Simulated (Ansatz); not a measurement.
`F[Si](F)(F)[SiH3]` → `F[Si](F)F`• + `[SiH3]`• at 700 K and 1 bar (homolysis of the Si–Si bond).

Isolated molecules relaxed with PBE0-D4/def2-TZVP in Ansatz; ΔE leaves out vibrations. CCSD(T)/CBS is the MP2 limit (def2-TZVPP, def2-QZVPP) plus CCSD(T) − MP2 in def2-TZVPP, frozen cores. This one scheme is used for every species. Open shells (•) are unrestricted, without spin–orbit coupling.

```csv
species,CCSD(T)/CBS energy (Eh),H − E (kJ/mol),S (J/(mol·K))
`F[Si](F)(F)[SiH3]`,-879.54323,163.8,450.4
`F[Si](F)F`•,-588.59772,63.8,341.4
`[SiH3]`•,-290.80808,86.0,258.6
```

H − E and S are ideal-gas, rigid-rotor, harmonic terms from PBE0-D4/def2-TZVP, with the whole ground term of open shells counted as degenerate. 1 Eh = 2625.50 kJ/mol, R = 8.31446 J/(mol·K).

Problem. By hand: ΔE, ΔH, ΔS and ΔG.

Solution. ΔE = (-588.59772) + (-290.80808) − (-879.54323) = 0.13743 Eh = 360.8 kJ/mol. Δ(H − E) = 63.8 + 86.0 − 163.8 = -14.0, so ΔH = 346.8 kJ/mol. ΔS = 341.4 + 258.6 − 450.4 = 149.6 J/(mol·K). ΔG = 346.8 − 700 × (149.6)/1000 = 242.1 kJ/mol.

Problem. By hand: the equilibrium constant, and the temperature at which ΔG would vanish if ΔH and ΔS stayed fixed.

Solution. log₁₀ K = −ΔG/(RT ln 10) = -18.1. ΔG = 0 at ΔH/ΔS = 2318 K.

The number of gas molecules changes by +1, which sets the sign of ΔS. A doubt of 5 kJ/mol in ΔE shifts log₁₀ K by 0.4 here. These are equilibria of isolated gas molecules and say nothing of rates. Largest T1 diagnostic: 0.015 (customary marks: 0.02 for closed shells, 0.045 for open ones).
